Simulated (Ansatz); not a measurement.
C$_{4}$H$_{10}$O$_{2}$, singlet, geometry from GFN2-xTB; SVWN5/6-31G (Ansatz, a first-principles code).

Input for Ansatz:
Ansatz 0.2 input:
```yaml
crystal:
  periodic: [false, false, false]
  atoms:
    - {symbol: C, position_ang: [2.54950472, 0.54334797, -0.24605806]}
    - {symbol: O, position_ang: [1.38345909, -0.09997987, 0.19559518]}
    - {symbol: C, position_ang: [0.23988357, 0.24045846, -0.55972664]}
    - {symbol: C, position_ang: [-0.95499430, -0.50342354, 0.04806535]}
    - {symbol: C, position_ang: [-2.24478646, -0.19004403, -0.69843881]}
    - {symbol: O, position_ang: [-1.11983341, -0.13106068, 1.39642165]}
    - {symbol: H, position_ang: [2.45241018, 1.63403526, -0.17660422]}
    - {symbol: H, position_ang: [3.35582024, 0.20771282, 0.40294336]}
    - {symbol: H, position_ang: [2.78045923, 0.27681584, -1.28466438]}
    - {symbol: H, position_ang: [0.06530137, 1.32623464, -0.51216537]}
    - {symbol: H, position_ang: [0.37389487, -0.04723821, -1.61269568]}
    - {symbol: H, position_ang: [-0.74305430, -1.58420892, -0.01046806]}
    - {symbol: H, position_ang: [-2.44188471, 0.87797047, -0.66031259]}
    - {symbol: H, position_ang: [-2.17127461, -0.50778994, -1.73444189]}
    - {symbol: H, position_ang: [-3.06987896, -0.70923108, -0.22025609]}
    - {symbol: H, position_ang: [-0.24844409, -0.16800953, 1.80947925]}
basis:
  gaussian:
    orbitals: 6-31G
hamiltonian:
  xc: {name: SVWN5}
```

### Question
What does Ansatz print? Leave out banner, timings and long lists.

### Answer

```
Functional definition: SVWN5
978 factors; integrals over basis functions are off by at most 2.3e-4 eV
mean field evaluation 1: about -8320.2121 eV, gradient 7.3e1 eV
mean field evaluation 2: about -8303.6643 eV, gradient 1.1e2 eV
mean field evaluation 4: about -8332.0571 eV, gradient 5.5e0 eV
mean field evaluation 8: about -8332.0855 eV, gradient 9.8e-2 eV
mean field evaluation 16: about -8332.0855 eV, gradient 2.6e-5 eV
mean field -8332.08551134 eV, -306.1984948513 hartree, gradient 2.6e-5 eV, S^2 0.000000; 0 other end points of the search recorded, 0 dependent functions left out
reference -8332.08553580 eV, -306.1984957503 hartree; 25, 25 occupied and 49, 49 virtual orbitals, 978 factors
Total energy: -8332.08553580 eV, -306.1984957503 hartree
```
